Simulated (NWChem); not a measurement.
System: InGeH5; SMILES [GeH3][InH2]

The following NWChem deck was run.

```
start job
memory heap 200 mb stack 900 mb global 1100 mb
geometry units angstroms noautoz
  In    -0.004789     1.058034     0.000000
  Ge    -0.027260    -1.558896     0.000000
  H     -0.723444    -2.148234     1.245172
  H      1.421932    -2.097741     0.000000
  H     -0.723444    -2.148234    -1.245172
  H      0.014935     1.937233     1.499489
  H      0.014935     1.937233    -1.499489
end
basis spherical
  In library def2-svp
  Ge library def2-svp
  H library def2-svp
end
ecp
  In library def2-ecp
end
dft
  xc r2scan
  iterations 150
  mulliken
end
task dft energy
```

Structure relaxed at the PBE0/def2-SVP level. def2 effective core potentials on In; no spin-orbit coupling.

Predict the main results of this run. (r2SCAN/def2-SVP with def2 effective core potentials on In.) Quantities: energy (Ha); highest occupied level (eV); orbital gap (eV); dipole (D).

The energy (Ha) is -2269.90 and the highest occupied level (eV) is -6.54. The orbital gap (eV) comes out as 3.98. The dipole (D) is 0.33.
